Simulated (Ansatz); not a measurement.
Relaxation of AlH₄NOS (8 atoms, charge 0, multiplicity 1), to a largest force component of 0.03 eV/Å in at most 50 steps.

The calculation used RKS revPBE-D4/def2-SVP (Ansatz).

```xyz
8
Properties=species:S:1:pos:R:3
Al -0.300 0.425 0.055
S 0.613 -0.350 1.956
N 0.006 -0.935 -1.021
H 0.336 -1.657 -0.372
O -1.112 1.908 -0.255
H 1.691 -0.779 1.241
H -0.137 -1.260 -1.975
H -1.097 2.648 0.371
```

Q: Where does it end, and by what steps?

A: The run converged. After 8 steps the energy has fallen by 0.337 eV; S2 moved furthest, 0.62 Å.

```
step  energy less start (eV)  largest force component (eV/Å)  accepted
   0                  0.0000                           0.502       yes
   1                 -0.1543                           0.624       yes
   2                 -0.2632                           0.702       yes
   3                 -0.2983                           0.554       yes
   4                 -0.2998                           0.394       yes
   5                 -0.3136                           0.507       yes
   6                 -0.3247                           0.120       yes
   7                 -0.3366                           0.055       yes
   8                 -0.3374                           0.016       yes
```

```xyz
8
Properties=species:S:1:pos:R:3
Al -0.142 0.329 0.143
S 0.874 0.194 2.103
N -0.028 -0.980 -1.057
H 0.404 -1.895 -0.918
O -1.077 1.710 -0.287
H 1.546 -0.935 1.739
H -0.450 -0.930 -1.986
H -1.127 2.506 0.263
```

Whether the end is a true minimum wasn't checked by a vibrational analysis.

Time of the run: 14 s on 2 threads of Intel(R) Xeon(R) Platinum 8488C (Sapphire Rapids) (shared host), peak memory 0.17 GiB.
